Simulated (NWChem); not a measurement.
System: C2H7FSi2; SMILES [C@@H]1(C[SiH2][SiH2]1)F

```xyz
12

F      0.6214     1.6614     0.7151
C      0.1844     1.0945    -0.5017
C      1.1338    -0.0694    -0.8552
Si     0.4171    -1.3988     0.3532
Si    -1.3979     0.0457    -0.0440
H      0.1453     1.9088    -1.2584
H      0.9387    -0.4057    -1.8969
H      2.2053     0.2128    -0.7825
H      1.0082    -1.3506     1.7336
H      0.4325    -2.8213    -0.1387
H     -2.1873    -0.3461    -1.2678
H     -2.3131     0.6427     0.9878
```
Atoms are numbered in this order, from 1.

Program: NWChem. Pople sets run with spherical d functions. Structure relaxed at the PBE-D3(BJ)/def2-SVP level. Ions are spin-unrestricted doublets at the neutral geometry; other ion states weren't tried. Functional: LC-ωPBE (HJS hole) with 6-31G*; rows give the range parameter ω in 1/bohr.

For range parameter (1/bohr) 0.40:

```
Item                                   Value
-------------------------------------  -----
vertical ionisation energy, ΔSCF (eV)   9.77
−ε(HOMO) (eV)                          10.13
```

### Question
How do the values read with range parameter (1/bohr) 0.05 instead?

### Answer
vertical ionisation energy, ΔSCF (eV): 9.21
−ε(HOMO) (eV): 7.00
